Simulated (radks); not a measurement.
Values are calculated unless marked as measured or tabulated.
Task: These are the eigenvalues of the occupied orbitals of an atom or ion with whole-number occupations (Ry). Code: a radial shooting solver on a logarithmic mesh with Libxc functionals. Model: scalar-relativistic Kohn-Sham, PBE, spin-polarised, spherical densities, finite nucleus; Fermi nuclear charge, rms radius of each element as measured or else 0.836 A^(1/3) + 0.57 fm.

orbital  eigenvalue
1s up     -473.0856
1s down   -473.0840
2s up     -55.26279
2s down   -55.10780
2p up     -46.88530
2p down   -46.76702
3s up      -7.02612
3s down    -6.63615
3p up      -4.72708
3p down    -4.34221
3d up      -1.20191
4s up      -0.92734

Which element is it, and in what charge state? The configuration may be excited. Open shells, if any, are filled with parallel spins first.

Result: Z = 25, manganese, charge +1: Mn+ in [Ar] 3d5 4s1. The list shows which subshells hold electrons but not how many an open one holds; the 1s level, -236.54 hartree, gives Z - s = 21.8 by -(Z - s)^2/2, which with screening and relativity narrows Z to a few neighbours, and the depths of the outer levels then fix element, charge and occupations together.
